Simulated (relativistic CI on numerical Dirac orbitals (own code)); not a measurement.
## Hyperfine structure of Ge XXXI, mass number 73

Method of calculation: Dirac-Coulomb-Breit CI, KLI orbitals optimised for each configuration, model QED (radiative potential, 1s self-energy scaled to tabulated hydrogen-like ionisation energies), unscaled Slater integrals (own radial code, finite nucleus).

CI space: 1s2, 1s.2s, 1s.2p, 1s.3s, 1s.3p, 1s.3d, 1s.4s, 1s.4p, 1s.4d, 1s.4f, 1s.5s, 1s.5p, 1s.5d, 1s.5f, 1s.5g, 1s.6s, 1s.6p, 1s.6d. Levels of other configurations are missing.

Nuclear spin I = 9/2, μ = -0.87824 μN, Q = -0.196 b (tables of Stone and Pyykkö). The electronic factors are computed for point nuclear moments, without core polarisation or the Bohr-Weisskopf and QED corrections.

```json
{"Level": "1s.2s 3S_1", "E (eV)": "10178.8", "A (GHz)": "-985.2", "B (GHz)": "0.000187"}
{"Level": "1s.2p 3P°_1", "E (eV)": "10219.4", "A (GHz)": "-855.1", "B (GHz)": "6.71"}
{"Level": "1s.2p 3P°_2", "E (eV)": "10257.4", "A (GHz)": "-448.3", "B (GHz)": "-24.3"}
{"Level": "1s.2p 1P°_1", "E (eV)": "10279.1", "A (GHz)": "365.1", "B (GHz)": "-18.6"}
{"Level": "1s.3s 3S_1", "E (eV)": "12068.7", "A (GHz)": "-910.4", "B (GHz)": "0.000191"}
{"Level": "1s.3p 3P°_1", "E (eV)": "12079.9", "A (GHz)": "-838.9", "B (GHz)": "1.89"}
{"Level": "1s.3p 3P°_2", "E (eV)": "12091.2", "A (GHz)": "-442.3", "B (GHz)": "-7.33"}
{"Level": "1s.3d 3D_2", "E (eV)": "12096.5", "A (GHz)": "-440.8", "B (GHz)": "-1.39"}
```

Levels with J = 0, under 50 % of one LS term, or S terms without an open s electron are left out. Small factors come from cancelling terms and can be off by tens of per cent or more.

At this charge energies of transitions that change n are usually good to better than 1 %, and those within a shell (Δn = 0) to a few per cent.

(1) Give the hyperfine levels of 1s.2s 3S_1 relative to its centre of gravity.

Answers

(1) With K = F(F + 1) − I(I + 1) − J(J + 1), E = AK/2 + B[¾K(K + 1) − I(I + 1)J(J + 1)]/[2I(2I − 1)J(2J − 1)]: F = 7/2: 5419, F = 9/2: 985.2, F = 11/2: -4434 GHz.

LS names give the leading component of a level, which can be under half, so a name can repeat, a term be missing and a line seem to break the LS rules.
